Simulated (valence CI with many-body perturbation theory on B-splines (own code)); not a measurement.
How close is CI+MBPT for Se+?

Level of theory: relativistic CI+MBPT: five valence electrons over a frozen Dirac-Fock core [Ar] 3d10, radial functions for each j: 10 s, 10 p, 9 d, 7 f, 4 g, 2 h, with the one-electron correlation potential Σ1 (screened to all orders), the two-electron term Σ2, the three-electron term Σ3, Breit, model QED; selected single and double excitations, second order for the rest, scaled by the run's own slope (own B-spline code, finite nucleus).

Set against measurement, 14 paired levels are off by 163 cm⁻¹ on average, the worst by 326. These come from a selection out of the NIST Handbook of Basic Atomic Spectroscopic Data. Levels without a partner in it may be off by more. Among the levels kept, up to 820 cm⁻¹ of a level comes from second order outside the variational space, and about a tenth of that is noise between levels of different J, which matters for small intervals.

Measured levels: NIST Handbook of Basic Atomic Spectroscopic Data (Sansonetti and Martin, J. Phys. Chem. Ref. Data 34, 1559 (2005)). Pairs share parity and J, and are chosen by configuration, term and nearness in energy; levels without a clear partner are left out. Energies in cm⁻¹ above the measured ground level.

| Computed label | Label in the source | Measured | Computed | Difference |
| --- | --- | --- | --- | --- |
| 4s2 4p3 4S°_3/2 | 4s2 4p3 4S° | 0 | 0.0 | 0 |
| 4s2 4p3 2D°_3/2 | 4s2 4p3 2D° | 13168.2 | 13199.9 | +32 |
| 4s2 4p3 2D°_5/2 | 4s2 4p3 2D° | 13784.4 | 13808.8 | +24 |
| 4s2 4p3 2P°_1/2 | 4s2 4p3 2P° | 23038.3 | 23086.1 | +48 |
| 4s2 4p3 2P°_3/2 | 4s2 4p3 2P° | 23894.8 | 23922.9 | +28 |
| 4s 4p4 4P_5/2 | 4s 4p4 4P | 83876.7 | 83566.4 | -310 |
| 4s 4p4 4P_3/2 | 4s 4p4 4P | 85579.5 | 85259.5 | -320 |
| 4s 4p4 4P_1/2 | 4s 4p4 4P | 86437.7 | 86111.8 | -326 |
| 4s2 4p2 5s 4P_1/2 | 4s2 4p2(3P) 5s 4P | 95270 | 95149.3 | -121 |
| 4s2 4p2 5s 4P_3/2 | 4s2 4p2(3P) 5s 4P | 96753.3 | 96632.9 | -120 |
| 4s2 4p2 5s 4P_5/2 | 4s2 4p2(3P) 5s 4P | 98674.4 | 98552.3 | -122 |
| 4s2 4p2 5p 4D°_1/2 | 4s2 4p2(3P) 5p 4D° | 114299 | 114092.3 | -207 |
| 4s2 4p2 5p 4D°_3/2 | 4s2 4p2(3P) 5p 4D° | 114711.7 | 114509.4 | -202 |
| 4s2 4p2 5p 4D°_5/2 | 4s2 4p2(3P) 5p 4D° | 116068.1 | 115858.1 | -210 |
| 4s2 4p2 5p 4D°_7/2 | 4s2 4p2(3P) 5p 4D° | 117798.7 | 117580.5 | -218 |

Over 14 excited levels the mean absolute difference is 163 cm⁻¹, the median 162 and the largest 326. The comparison draws on a selection of the measured levels: 15 of the 51 computed ones have a partner in it, and others may be off by more.

Rates against NIST Handbook of Basic Atomic Spectroscopic Data (Sansonetti and Martin, J. Phys. Chem. Ref. Data 34, 1559 (2005)):

```csv
"λ vac, measured (nm)",Upper,Lower,A computed (s⁻¹),A tabulated (s⁻¹)
101.34,4s2 4p2 5s 4P_5/2,4s2 4p3 4S°_3/2,9.10e+08,1.14e+09
103.36,4s2 4p2 5s 4P_3/2,4s2 4p3 4S°_3/2,8.49e+08,1.03e+09
104.96,4s2 4p2 5s 4P_1/2,4s2 4p3 4S°_3/2,8.28e+08,9.96e+08
```
